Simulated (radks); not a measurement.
Ca, 20 electrons, occupied as [Ar] 4s2. All-electron calculation, non-relativistic Kohn-Sham, XLYP, spin-unpolarised, spherical densities, point nucleus. Program: a radial shooting solver on a logarithmic mesh with Libxc functionals.

Normalised radial functions P(r) = r R(r), r in bohr:

r	3p
0.003345	0.0009
0.004425	0.0016
0.005902	0.0028
0.00781	0.0048
0.01042	0.0083
0.01378	0.0140
0.01838	0.0239
0.02432	0.0394
0.03244	0.0647
0.04292	0.1023
0.05725	0.1583
0.07574	0.2317
0.101	0.3229
0.1337	0.4123
0.1783	0.4725
0.2359	0.4534
0.3146	0.3034
0.4163	0.0128
0.5552	-0.3857
0.7346	-0.7484
0.9798	-0.9436
1.307	-0.8747
1.729	-0.6233
2.306	-0.3324
3.051	-0.1321
4.07	-0.0346
5.385	-0.0058
7.182	-0.0005
9.503	0.0000
12.67	0.0000
16.77	0.0000

3p: eigenvalue -27.838 eV, 1 radial node at r = 0.420 bohr, <r> = 1.27 bohr, 90 % of the charge inside 1.97 bohr.
